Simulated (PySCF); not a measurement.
**UHF on Ca (calcium, neutral)**

Configuration: [Ar] 4p2, high-spin 3P determinant (an excited configuration). All numbers are calculated (PySCF 2.14, the spin-free X2C one-electron Hamiltonian (Gaussian nucleus), in aug-cc-pwCVTZ-X2C with one added diffuse shell each of s, p, d, f type (10s9p7d4f, 100 functions)).

```
Total energy                                                  : -679.483282 hartree
One-electron energy                                           : -928.4541 hartree
Hartree (Coulomb) energy                                      : 284.3969 hartree
Exchange energy                                               : -35.4261 hartree
⟨S²⟩                                                          : 2.0000
⟨L²⟩                                                          : 2.000
Sum of ⟨r⟩                                                    : 23.09 bohr
Sum of ⟨r²⟩                                                   : 76.68 bohr²
Traceless quadrupole moment −½Σ⟨3z² − r²⟩ along its main axis : 12.2 e·bohr²
Langevin diamagnetic susceptibility                           : -60.7 ×10⁻⁶ cm³/mol
```

```csv
shell,electrons,mean orbital energy (hartree),spread (hartree),"rms radius, mean of both spins (bohr)"
1s α,1,-150.20802,0,0.0888
1s β,1,-150.20606,0,0.0888
2s α,1,-17.05701,0,0.393
2s β,1,-17.05528,0,0.393
2p α,3,-13.73395,0.00138,0.362
2p β,3,-13.73098,0.00179,0.362
3s α,1,-2.35320,0,1.24
3s β,1,-2.34658,0,1.24
3p α,3,-1.43607,0.00122,1.37
3p β,3,-1.42878,0.00757,1.37
4p α,2,-0.14849,0,5.53
```

Densities and radii are taken from the X2C orbitals without a picture-change correction, which distorts them close to the nucleus.

Spin-orbit constants ζ (cm⁻¹) from the X2C one-electron operator on these orbitals: bare nucleus, nucleus screened by l(l+1)(2l+1)/3 electrons, and screened by the Breit-Pauli mean field of the electrons.

| shell | bare | screened nucleus | mean field |
| --- | --- | --- | --- |
| 2p | 21480 | 19330 | 18350 |
| 3p | 2109 | 1899 | 1787 |
| 4p | 83.53 | 75.18 | 70.13 |

To first order the Landé constant is A = 35.07 cm⁻¹, so the lowest level has J = 0 and lies 0.00870 eV below the centre of the term. This holds in LS coupling only.
